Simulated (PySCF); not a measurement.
Molecule: `O(C)c1ccccn1`, C₆H₇NO.

Geometry:
```json
{"atom": "C1", "x (Å)": "-2.734", "y (Å)": "0.209", "z (Å)": "0.190"}
{"atom": "O2", "x (Å)": "-1.693", "y (Å)": "-0.700", "z (Å)": "-0.089"}
{"atom": "C3", "x (Å)": "-0.439", "y (Å)": "-0.238", "z (Å)": "-0.036"}
{"atom": "C4", "x (Å)": "0.594", "y (Å)": "-1.149", "z (Å)": "-0.325"}
{"atom": "C5", "x (Å)": "1.895", "y (Å)": "-0.683", "z (Å)": "-0.273"}
{"atom": "C6", "x (Å)": "2.134", "y (Å)": "0.656", "z (Å)": "0.059"}
{"atom": "C7", "x (Å)": "1.036", "y (Å)": "1.462", "z (Å)": "0.323"}
{"atom": "N8", "x (Å)": "-0.226", "y (Å)": "1.028", "z (Å)": "0.278"}
{"atom": "H9", "x (Å)": "-2.726", "y (Å)": "1.056", "z (Å)": "-0.514"}
{"atom": "H10", "x (Å)": "-3.668", "y (Å)": "-0.358", "z (Å)": "0.088"}
{"atom": "H11", "x (Å)": "-2.648", "y (Å)": "0.618", "z (Å)": "1.209"}
{"atom": "H12", "x (Å)": "0.346", "y (Å)": "-2.181", "z (Å)": "-0.578"}
{"atom": "H13", "x (Å)": "2.727", "y (Å)": "-1.358", "z (Å)": "-0.491"}
{"atom": "H14", "x (Å)": "3.147", "y (Å)": "1.059", "z (Å)": "0.110"}
{"atom": "H15", "x (Å)": "1.172", "y (Å)": "2.517", "z (Å)": "0.588"}
```

Geometry PBE0-D3(BJ)/def2-SVP throughout; GIAO in PySCF, gas phase, one conformer, non-relativistic; equivalent atoms averaged; functional PBE0.

Question: How do the shifts δ (against TMS, H2O, NH3 at the same level) depend on the basis set? (a selection of nuclei; ppm; last column core-seconds on 1 thread of an Arm Neoverse V2, shared host)

Answer: 
```
    basis set  functions     C3     C5    C1     O2     N8   H15   H13   H14   H12  core-s
       STO-3G         47  125.0  113.8  48.9   54.2  227.1  8.06  7.07  6.68  6.56     4.1
     pcSseg-0         86  175.7  147.5  56.5  127.4  315.2  8.58  7.51  6.82  6.82     8.1
        6-31G         86  156.6  132.4  51.1  100.6  274.5  8.49  7.53  6.96  6.94     8.4
       6-31G*        126  153.9  131.4  50.9   97.4  260.2  8.25  7.39  6.62  6.45      13
      cc-pVDZ        147  160.6  136.6  50.5  119.5  282.4  8.23  7.44  6.65  6.53      18
     def2-SVP        147  159.4  135.6  50.3  117.5  281.1  8.02  7.38  6.57  6.56      16
     pcSseg-1        171  168.4  143.6  53.6  126.7  301.8  8.29  7.61  6.78  6.76      16
  aug-cc-pVDZ        247  162.1  136.1  50.6  111.7  278.7  8.53  7.77  6.99  6.86      39
6-311+G(2d,p)        258  166.8  141.5  52.1  117.7  291.6  8.45  7.68  6.92  6.84      35
    def2-TZVP        290  168.9  143.3  53.2  122.7  298.5  8.45  7.69  6.92  6.80      49
```

Question: Which nucleus among those listed moves most, in ppm?

Answer: N8 (pyridine-type ring nitrogen): from 227.1 ppm with STO-3G to 315.2 ppm with pcSseg-0. The smallest spread is 0.42 ppm, at H14. Proton shifts span only some 12 ppm, so a few tenths of a ppm matter as much there as several ppm in carbon.

Question: Taking the largest basis, def2-TZVP (290 functions), as the yardstick, rank the others by their worst heavy-atom deviation.

Answer: pcSseg-1 4.0 ppm (171 functions), 6-311+G(2d,p) 6.9 ppm (258 functions), cc-pVDZ 16.1 ppm (147 functions), pcSseg-0 16.8 ppm (86 functions), def2-SVP 17.4 ppm (147 functions), aug-cc-pVDZ 19.8 ppm (247 functions), 6-31G 24.0 ppm (86 functions), 6-31G* 38.3 ppm (126 functions), STO-3G 71.4 ppm (47 functions).

A small basis that lands close on one nucleus may do so by chance; judge by the trend and by all nuclei.
